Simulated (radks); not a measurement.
The nuclear charge of neutral holmium is varied continuously with 67 electrons held in [Xe] 4f11 6s2. Calculated with a radial shooting solver on a logarithmic mesh with Libxc functionals: Dirac Kohn-Sham, PBE, spin-unpolarised, spherical densities, finite nucleus; open shells fill j = l - 1/2 first; Fermi nuclear charge, rms radius 5.2022 fm. By the Hellmann-Feynman theorem dE/dZ = E(electron-nucleus)/Z, the electronic potential at the nucleus (averaged over a nucleus of fixed radius).

Z     E (hartree)  E(electron-nucleus)/Z (hartree)   HOMO  e(HOMO) (eV)  <r> HOMO (bohr)
66.8  -12534.4235                         -463.377  4f7/2        -0.268           0.9007
67    -12627.3102                         -465.489  4f7/2        -2.628           0.8698
67.2  -12720.6191                         -467.599  6s1/2        -5.011            3.894
67.4  -12814.3495                         -469.706  6s1/2        -6.318            3.742
67.6  -12908.5015                         -471.813  6s1/2        -7.702            3.608
67.8  -13003.0748                         -473.920  6s1/2        -9.157            3.489
68    -13098.0696                         -476.028  6s1/2       -10.680            3.382

The central difference of E at Z = 67 is -465.489 hartree, to compare with the third column; the second derivative is -10.6 hartree.
